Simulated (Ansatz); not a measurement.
`O[Si](O)(F)N[SiH2]Cl` + `CCl` → `O[Si](O)(F)Cl` + `CN[SiH2]Cl`  (formal exchange of groups at the Si–N bond)

Computed with Ansatz on PBE0-D4/def2-TZVP structures; ΔE is electronic, products minus reactants. CCSD(T)/CBS adds triple-zeta CCSD(T) − MP2 to the extrapolated MP2 energy (def2 sets, frozen cores). This one scheme is used for every species. Functionals use def2-TZVPP. One conformer a species, not always the lowest.

| level | ΔE (kJ/mol) |
| --- | --- |
| ωB97X-V | -9.3 |
| r2SCAN | -10.8 |
| SCS-MP2/def2-QZVPP | -7.2 |
| MP2/CBS(def2) | -8.9 |

Problem. What does CCSD(T)/CBS give? (Estimate.)

Solution. Ansatz gave: -6.3 kJ/mol. The listed levels differ from it by -3.0, -4.5, -0.9, -2.6 kJ/mol.

Largest T1 diagnostic among the species: 0.011.

The D4 term adds +4.6 kJ/mol with B3LYP and +2.9 kJ/mol with PBE0; it sums over pairs of atoms, weighted by their polarisabilities, and B3LYP, whose exchange is more repulsive, gets the larger term.

B3LYP here is the variant with VWN-RPA as its local correlation; programs differ in this.
